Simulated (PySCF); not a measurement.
**OsS₃⁺: breathing scan**

Method: PySCF, UPBE, basis Os def2-SVP with ECP60, S def2-SVP (scalar-relativistic core potentials, no spin–orbit coupling, density fitting).

Rigid scan from the doublet minimum (Os–S 2.100 Å (×3); S–Os–S 112.3° (×3)). Coordinate: all bonds to the central atom scaled together. Energies in kJ/mol from the minimum.

**Question.** Predict the curve at 0.88, 0.92, 0.96, 1.00, 1.04, 1.08, 1.14, 1.22, 1.35.

**Answer.** 
```
scale of all bonds to the centre  E (kJ/mol)  dipole size (D, about the centre of mass)  ⟨S²⟩
                            0.88       444.9                                       0.15  0.75
                            0.92       171.1                                       0.16  0.75
                            0.96        37.1                                       0.15  0.75
                            1.00         0.0                                       0.14  0.75
                            1.04        28.1                                       0.12  0.75
                            1.08        98.4                                       0.11  0.76
                            1.14       248.7                                       0.09  0.76
                            1.22       473.9                                       0.48  1.52
                            1.35       798.2                                       1.33  2.37
```

Spin contamination is strong at 1.22, 1.35, so these points are less reliable.

Open d and f shells are described by one determinant, and the ground state may have another occupation or spin. With an element this heavy the missing spin–orbit coupling can shift these numbers.

Other isomers or separated fragments may lie lower.

The scan took 99 s on 2 threads of a shared Arm Neoverse V1 host; the process peaked at 0.93 GiB.
